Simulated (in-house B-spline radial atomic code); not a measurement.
Computed with a B-spline radial atomic code. Model: two electrons, singlet ground state, non-relativistic, full CI in B-splines with partial waves to l = 8 (at full coupling up to 3e-4 hartree above the limit, correlation up to 0.6 % small), density held at that of full coupling by Lieb maximisation.

W(λ) is the mean repulsion in the state of coupling λ less the Hartree energy of the fixed density. Its start is exact exchange, its initial slope is twice the second-order Görling-Levy correlation energy, and its area from 0 to 1 is E_xc. A straight curve means weak, dynamic correlation, and a curve that drops fast and flattens means strong correlation.

Command:
```bash
python run_ac.py task.json out
```
Settings (lengths in bohr, energies in hartree):
```
potential              coulomb
strength               1.08
lmax                   8
```

Cost of the run: 44 s on 1 thread of Intel(R) Xeon(R) Processor @ 2.30GHz, on a shared host.

**W = mean repulsion less Hartree energy, and W of three functionals.**

Given: confinement point charge; nuclear charge 1.08; external potential -Z/r.

Computed: PBE exchange minus exact -6.5274 millihartree; SCAN exchange minus exact -9.1782 millihartree.

| coupling | W xc (hartree) | W xc minus exchange (millihartree) | kinetic minus Kohn-Sham (millihartree) | LDA (PW92) W minus its exchange (millihartree) | PBE W minus its exchange (millihartree) | SCAN W minus its exchange (millihartree) |
| --- | --- | --- | --- | --- | --- | --- |
| 0 | -0.43759 | 0 | 0 | 0 | 0 | 0 |
| 0.02 | ? | ? | ? | ? | ? | ? |
| 0.05 | -0.44314 | -5.551 | 0.14 | -19.23 | -3.79 | -4.28 |
| 0.12 | -0.45038 | -12.794 | 0.75 | -35.18 | -9.11 | -9.75 |
| 0.25 | -0.46238 | -24.794 | 2.95 | -55.99 | -18.52 | -18.76 |
| 0.4 | -0.47426 | -36.672 | 6.79 | -73.62 | -28.39 | -27.79 |
| 0.6 | -0.4875 | -49.91 | 13.36 | -91.63 | -40.01 | -38.13 |
| 0.8 | -0.49844 | -60.85 | 20.99 | -105.87 | -50.15 | -46.99 |
| 1 | ? | ? | ? | ? | ? | ? |
| 1.4 | -0.52214 | -84.546 | 46.5 | -136.35 | -74.05 | -67.58 |
| 2 | -0.53765 | -100.06 | 72.58 | -156.94 | -91.52 | -82.36 |

Q: What belongs in the row 0.02?

A: W xc (hartree): -0.43985; W xc minus exchange (millihartree): -2.26; kinetic minus Kohn-Sham (millihartree): 0.02; LDA (PW92) W minus its exchange (millihartree): -9.76; PBE W minus its exchange (millihartree): -1.5; SCAN W minus its exchange (millihartree): -1.76.

Q: What belongs in the row 1?

A: W xc (hartree): -0.50762; W xc minus exchange (millihartree): -70.027; kinetic minus Kohn-Sham (millihartree): 29.22; LDA (PW92) W minus its exchange (millihartree): -117.65; PBE W minus its exchange (millihartree): -59.06; SCAN W minus its exchange (millihartree): -54.72.

Q: What is the LDA exchange minus exact?

A: 54.198 millihartree.

**Energy parts, natural occupations and partial-wave weights.**

Computed: total energy -0.6437 hartree; exchange energy -0.43759 hartree; initial slope twice GL2 -0.11434 hartree; kinetic part over minus potential part 0.41728; Hartree energy 0.87518 hartree; Kohn-Sham kinetic 0.61444 hartree; Lieb Oxford ratio E_xc over LDA exchange 1.2478.

| natural | occupation of the shell (electrons) |
| --- | --- |
| s | 1.918 |
| s | 0.057839 |
| p | ? |
| d | 0.0006395 |
| p | 0.00049728 |
| s | 0.00038861 |

Q: What belongs in the row p?

A: occupation of the shell (electrons): 0.022354.

```
wave      weight
   s     0.98815
   p    0.011445
   d  0.00035322
   f           ?
   g  9.3095e-06
```

Q: What belongs in the row f?

A: weight: 4.2981e-05.

Q: What is the kinetic part of the DFT correlation energy?

A: 0.029221 hartree.

Q: What is the correlation energy?

A: -0.040806 hartree.

Half-way to full coupling W has made 62 % of its drop, against 50 % for a straight line, and second-order (GL2) theory, half the initial slope, overshoots the correlation energy by about 40 %: a marked bend. Over couplings 0 to 1 the errors in E_xc come to about +18 millihartree for LDA, +1.5 millihartree for PBE, +0.3 millihartree for SCAN, so SCAN is nearest. In LDA and PBE and SCAN the errors of exchange and correlation have opposite signs, so the sum is smaller than the larger of the two.
